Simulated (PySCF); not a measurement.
PySCF input for Si(F)2(Me)2 (C2H6F2Si), SMILES C[Si](F)(C)F, TDDFT-M06-2X/def2-SVPD. Geometry optimised at ωB97X-D3(BJ)/def2-SVP.

```python
import numpy as np
from pyscf import gto, scf, dft, tdscf

mol = gto.M(
    atom='''
    C     1.56485356    0.00000001    0.96188782
    Si    0.00000000    0.00000000   -0.02752018
    C    -1.56485356   -0.00000000    0.96188782
    F     0.00000001   -1.29547269   -1.01003330
    F    -0.00000001    1.29547268   -1.01003331
    H     1.61960580    0.89212423    1.60586361
    H     2.44477443    0.00000001    0.29988684
    H     1.61960581   -0.89212422    1.60586361
    H    -2.44477443   -0.00000001    0.29988683
    H    -1.61960581    0.89212422    1.60586360
    H    -1.61960581   -0.89212422    1.60586362
    ''',
    basis='def2-SVPD',
    charge=0,
    spin=0,
    symmetry=True,
    max_memory=1600,
    verbose=4,
)
mf = dft.RKS(mol, xc='m06-2x').density_fit(auxbasis='def2-universal-jkfit')
mf.grids.level = 4
mf.conv_tol = 1e-9
mf.max_cycle = 100
mf.kernel()
mf.grids = dft.Grids(mol).set(level=2).build(with_non0tab=True)  # coarser grid for the response kernel
td = tdscf.TDDFT(mf)
td.singlet = True
td.nstates = 10
td.conv_tol = 1e-4
td.positive_eig_threshold = 1e-6
td.kernel(x0=td.get_init_guess(mf, 15))
td.analyze()
tt = tdscf.TDA(mf)
tt.singlet = False
tt.nstates = 4
tt.conv_tol = 1e-4
tt.positive_eig_threshold = 1e-6
tt.kernel(x0=tt.get_init_guess(mf, 9))
tt.analyze(verbose=3)
```

Program output:

```
PySCF version 2.14.0

[INPUT] verbose = 4
[INPUT] num. atoms = 11
[INPUT] num. electrons = 50
[INPUT] charge = 0
[INPUT] spin (= nelec alpha-beta = 2S) = 0
[INPUT] symmetry True subgroup None
[INPUT] Mole.unit = angstrom
[INPUT] Symbol           X                Y                Z      unit          X                Y                Z       unit  Magmom
[INPUT]  1 C      1.564853560000   0.000000010000   0.961887820000 AA    2.957144653451   0.000000018897   1.817704542355 Bohr   0.0
[INPUT]  2 Si     0.000000000000   0.000000000000  -0.027520180000 AA    0.000000000000   0.000000000000  -0.052005603099 Bohr   0.0
[INPUT]  3 C     -1.564853560000   0.000000000000   0.961887820000 AA   -2.957144653451   0.000000000000   1.817704542355 Bohr   0.0
[INPUT]  4 F      0.000000010000  -1.295472690000  -1.010033300000 AA    0.000000018897  -2.448088585954  -1.908686313691 Bohr   0.0
[INPUT]  5 F     -0.000000010000   1.295472680000  -1.010033310000 AA   -0.000000018897   2.448088567056  -1.908686332588 Bohr   0.0
[INPUT]  6 H      1.619605800000   0.892124230000   1.605863610000 AA    3.060611391757   1.685870463788   3.034642416305 Bohr   0.0
[INPUT]  7 H      2.444774430000   0.000000010000   0.299886840000 AA    4.619954109040   0.000000018897   0.566703995961 Bohr   0.0
[INPUT]  8 H      1.619605810000  -0.892124220000   1.605863610000 AA    3.060611410654  -1.685870444891   3.034642416305 Bohr   0.0
[INPUT]  9 H     -2.444774430000  -0.000000010000   0.299886830000 AA   -4.619954109040  -0.000000018897   0.566703977064 Bohr   0.0
[INPUT] 10 H     -1.619605810000   0.892124220000   1.605863600000 AA   -3.060611410654   1.685870444891   3.034642397408 Bohr   0.0
[INPUT] 11 H     -1.619605810000  -0.892124220000   1.605863620000 AA   -3.060611410654  -1.685870444891   3.034642435203 Bohr   0.0

nuclear repulsion = 254.08004319829
point group symmetry = C2v
symmetry origin: [-3.77945213e-10 -7.55890488e-10 -2.26767134e-09]
symmetry axis x: [ 1.00000000e+00 -4.50790710e-09  7.07337255e-10]
symmetry axis y: [-4.50790710e-09 -1.00000000e+00  4.59616212e-09]
symmetry axis z: [-7.07337234e-10  4.59616216e-09  1.00000000e+00]
num. orbitals of irrep A1 = 56
num. orbitals of irrep A2 = 25
num. orbitals of irrep B1 = 40
num. orbitals of irrep B2 = 37
number of shells = 68
number of NR pGTOs = 228
number of NR cGTOs = 158
basis = def2-SVPD
ecp = {}


[settings echo left out]
init E= -568.909058871108
HOMO (B1) = -0.355094445331032  LUMO (A1) = -0.00789325625952708  gap/eV = 9.44783
cycle= 1 E= -568.669533302703  delta_E= 0.24  |g|= 0.625  |ddm|= 4.13
HOMO (B1) = -0.358091354451989  LUMO (A1) = 0.0221250115046461  gap/eV = 10.34621
cycle= 2 E= -568.667078567477  delta_E= 0.00245  |g|= 0.693  |ddm|= 1.43
HOMO (B1) = -0.378281290041118  LUMO (A1) = 0.022723957978489  gap/eV = 10.91191
cycle= 3 E= -568.743385057367  delta_E= -0.0763  |g|= 0.0511  |ddm|= 0.589
HOMO (B1) = -0.383538144822321  LUMO (A1) = 0.0223984750100703  gap/eV = 11.04610
cycle= 4 E= -568.743861471651  delta_E= -0.000476  |g|= 0.0206  |ddm|= 0.0775
HOMO (B1) = -0.380110792623928  LUMO (A1) = 0.0229597504158314  gap/eV = 10.96811
cycle= 5 E= -568.743969134308  delta_E= -0.000108  |g|= 0.00312  |ddm|= 0.0306
HOMO (B1) = -0.380758109142915  LUMO (A1) = 0.0228670060109675  gap/eV = 10.98320
cycle= 6 E= -568.743971491851  delta_E= -2.36e-06  |g|= 0.000382  |ddm|= 0.00527
HOMO (B1) = -0.38071516125976  LUMO (A1) = 0.022878250958378  gap/eV = 10.98234
cycle= 7 E= -568.743971536861  delta_E= -4.5e-08  |g|= 0.000139  |ddm|= 0.00142
HOMO (B1) = -0.380751088794176  LUMO (A1) = 0.0228740377495535  gap/eV = 10.98320
cycle= 8 E= -568.743971542975  delta_E= -6.11e-09  |g|= 1.51e-05  |ddm|= 0.000363
HOMO (B1) = -0.380749809898552  LUMO (A1) = 0.0228744102787872  gap/eV = 10.98317
cycle= 9 E= -568.743971543086  delta_E= -1.11e-10  |g|= 2.15e-06  |ddm|= 6.11e-05
HOMO (B1) = -0.380749741243893  LUMO (A1) = 0.0228744679534967  gap/eV = 10.98317
Extra cycle  E= -568.743971543088  delta_E= -2.27e-12  |g|= 1.03e-06  |ddm|= 1.04e-05
converged SCF energy = -568.743971543088
tot grids = 89784
Overwritten attributes  positive_eig_threshold  of <class 'pyscf.tdscf.rks.TDDFT'>


******** <class 'pyscf.tdscf.rks.TDDFT'> for <class 'pyscf.df.df_jk.DFSymAdaptedRKS'> ********
nstates = 10 singlet
deg_eia_thresh = 1.000e-03
wfnsym = None
conv_tol = 0.0001
eigh lindep = 1e-12
eigh level_shift = 0
eigh max_cycle = 100


Excitation energies (eV)
[ 8.43124832  9.19426237  9.41946229  9.56324137 10.1980947  10.30579934
 10.42993812 10.69508708 10.70994    10.9103548 ]

** Singlet excitation energies and oscillator strengths **
Excited State   1:   B1      8.43125 eV    147.05 nm  f=0.1031
      25 -> 26        0.69408
Excited State   2:   A2      9.19426 eV    134.85 nm  f=0.0000
      25 -> 29        0.65223
      25 -> 34       -0.23397
Excited State   3:   B1      9.41946 eV    131.63 nm  f=0.0636
      25 -> 28       -0.60935
      25 -> 31       -0.23385
      25 -> 33        0.21087
      25 -> 37        0.10887
Excited State   4:   A1      9.56324 eV    129.65 nm  f=0.0475
      24 -> 26        0.25835
      25 -> 27       -0.64468
Excited State   5:   A2     10.19809 eV    121.58 nm  f=0.0000
      25 -> 30       -0.68404
Excited State   6:   B1     10.30580 eV    120.31 nm  f=0.0753
      25 -> 28        0.26104
      25 -> 31       -0.62941
Excited State   7:   A1     10.42994 eV    118.87 nm  f=0.1037
      23 -> 27        0.10052
      24 -> 26       -0.63774
      25 -> 27       -0.25076
Excited State   8:   B1     10.69509 eV    115.93 nm  f=0.0134
      20 -> 27        0.18222
      23 -> 26       -0.63885
      24 -> 27        0.17540
Excited State   9:   A2     10.70994 eV    115.77 nm  f=0.0000
      21 -> 27       -0.19990
      22 -> 26       -0.64808
      22 -> 28        0.12771
Excited State  10:   B1     10.91035 eV    113.64 nm  f=0.0454
      24 -> 27       -0.13622
      25 -> 28       -0.18517
      25 -> 33       -0.62542
      25 -> 36        0.11329

** Transition electric dipole moments (AU) **
state          X           Y           Z        Dip. S.      Osc.
  1         0.7066      0.0000     -0.0000      0.4992      0.1031
  2         0.0000     -0.0000      0.0000      0.0000      0.0000
  3         0.5248     -0.0000      0.0000      0.2754      0.0636
  4         0.0000     -0.0000     -0.4502      0.2027      0.0475
  5        -0.0000     -0.0000     -0.0000      0.0000      0.0000
  6         0.5461     -0.0000     -0.0000      0.2982      0.0753
  7        -0.0000      0.0000      0.6371      0.4058      0.1037
  8         0.2259      0.0000     -0.0000      0.0510      0.0134
  9         0.0000      0.0000     -0.0000      0.0000      0.0000
 10         0.4123     -0.0000      0.0000      0.1700      0.0454

** Transition velocity dipole moments (imaginary part, AU) **
state          X           Y           Z        Dip. S.      Osc.
  1         0.2383     -0.0000      0.0000      0.0568      0.1222
  2         0.0000      0.0000      0.0000      0.0000      0.0000
  3         0.2026     -0.0000      0.0000      0.0410      0.0790
  4         0.0000     -0.0000     -0.1751      0.0306      0.0581
  5        -0.0000     -0.0000     -0.0000      0.0000      0.0000
  6         0.2167     -0.0000      0.0000      0.0470      0.0827
  7         0.0000     -0.0000      0.2598      0.0675      0.1174
  8         0.0974      0.0000     -0.0000      0.0095      0.0161
  9         0.0000      0.0000      0.0000      0.0000      0.0000
 10         0.1723      0.0000     -0.0000      0.0297      0.0494

** Transition magnetic dipole moments (imaginary part, AU) **
state          X           Y           Z
  1         0.0000      0.0866     -0.0000
  2        -0.0000     -0.0000      1.3257
  3        -0.0000     -1.2038      0.0000
  4        -0.0000     -0.0000      0.0000
  5         0.0000      0.0000     -0.1029
  6        -0.0000     -0.3711      0.0000
  7        -0.0000     -0.0000      0.0000
  8         0.0000     -1.9072      0.0000
  9         0.0000     -0.0000      1.6439
 10         0.0000      0.6076     -0.0000
Overwritten attributes  positive_eig_threshold  of <class 'pyscf.tdscf.rks.TDA'>


******** <class 'pyscf.tdscf.rks.TDA'> for <class 'pyscf.df.df_jk.DFSymAdaptedRKS'> ********
nstates = 4 triplet
deg_eia_thresh = 1.000e-03
wfnsym = None
conv_tol = 0.0001
eigh lindep = 1e-12
eigh level_shift = 0
eigh max_cycle = 100


Excitation energies (eV)
[8.2645447  8.89182258 9.10551291 9.37942058]

** Triplet excitation energies and oscillator strengths **
Excited State   1:   B1      8.26454 eV    150.02 nm  f=0.0000
Excited State   2:   A2      8.89182 eV    139.44 nm  f=0.0000
Excited State   3:   B1      9.10551 eV    136.16 nm  f=0.0000
Excited State   4:   A1      9.37942 eV    132.19 nm  f=0.0000
```

Self-consistency was reached.
